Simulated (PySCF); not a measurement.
Compound: C₅H₇ClO₃Si.
Numbering: `[CH3:1][O:2]/[CH:3]=[C:4](\[Cl:5])[C@H:6]1[O:7][C:8](=[O:9])[SiH2:10]1`

NICS = −σ at a ghost point: NICS(0) at the centroid of the ring atoms, NICS(1) 1 Å to either side along the normal of their mean plane, zz for the tensor component along that normal. Level: GIAO PBE0/pcSseg-1 (PySCF, non-relativistic, gas phase) on the GFN2-xTB geometry, one conformer.

Ring bond lengths (Å), with Mayer bond orders in brackets: C6–O7 1.441 (0.88), O7–C8 1.355 (1.01), C8–Si10 1.946 (0.84), Si10–C6 1.950 (0.84).

Question: What do the NICS probes read (ppm)?

Answer: 
| ring | type | NICS(0) | NICS(1), two faces | NICS(1)zz, two faces | rms pucker (Å) | centre to ring atoms, mean (Å) |
| --- | --- | --- | --- | --- | --- | --- |
| C6–O7–C8–Si10 | 4-membered ring with O and Si; formal bonds all single | -1.1 | -1.9 / -2.0 | -0.5 / 1.4 | 0.01 | 1.18 |

Question: What can be read from them?

Answer: 
- C6–O7–C8–Si10: mean NICS(1)zz 0.4 ppm, near zero. C6, Si10 have four or more neighbours, and the NICS criterion for π rings isn't applied.

Question: List the ring angles and the Hirshfeld charges of the ring atoms.

Answer: 
- C6–O7–C8–Si10: C6 92.5° (-0.051 e), O7 103.5° (-0.100 e), C8 95.4° (+0.111 e), Si10 68.6° (+0.351 e); sum 360.0° against 360° for a flat convex ring.

Shape of the structure used: `[CH3:1][O:2]/[CH:3]=[C:4](\[Cl:5])[C@H:6]1[O:7][C:8](=[O:9])[SiH2:10]1`: C1–O2–C3–C4 -175°, C3–C4–C6–O7 4°.
